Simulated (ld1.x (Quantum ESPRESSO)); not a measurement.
# Pseudopotential generation for hydrogen (H): PAW, PBE, scalar-relativistic.

hydrogen (H), PAW, made with ld1.x (Quantum ESPRESSO) 7.5 (PBE, scalar-relativistic). Core none, reference 1s1. Waves: 1s (bound): rcut 0.95, rcutus 1.25 bohr; 1s channel at 0.05 Ry: rcut 0.95, rcutus 1.25 bohr; 2p channel at 0.1 Ry: rcut 1.05, rcutus 1.40 bohr; 2p channel at 0.65 Ry: rcut 1.05, rcutus 1.40 bohr. Local part: all-electron potential smoothed inside 1.05 bohr (lloc = -2). Core correction: none. Augmentation charge: BESSEL, radius 0.80 bohr.

All-electron outer shells of the reference configuration (PBE, scalar-relativistic, ld1.x):

```csv
shell,level (eV),outermost node (bohr),outermost maximum (bohr)
1s,-6.49,–,1.03
```

**Question.** Does the generator finish with these settings?

**Answer.** Yes, a potential is produced and its reference levels are reproduced.

**Question.** Estimate the cutoffs (Ry, on a coarse ladder) from which the occupation-weighted sum of valence levels, in a spherical-Bessel basis at the reference potential, stays within 10 and 1 mRy of its value at 400 Ry.

**Answer.** 15 Ry and 25 Ry.

**Question.** What does a ghost test show?

**Answer.** No extra level below or beside the all-electron valence levels (s, p, d, f tested).

**Question.** Is the overlap operator S = 1 + Σ q|β⟩⟨β| positive definite (Bessel basis up to 400 Ry)?

**Answer.** Yes: its lowest eigenvalue is 0.99 (s channel).
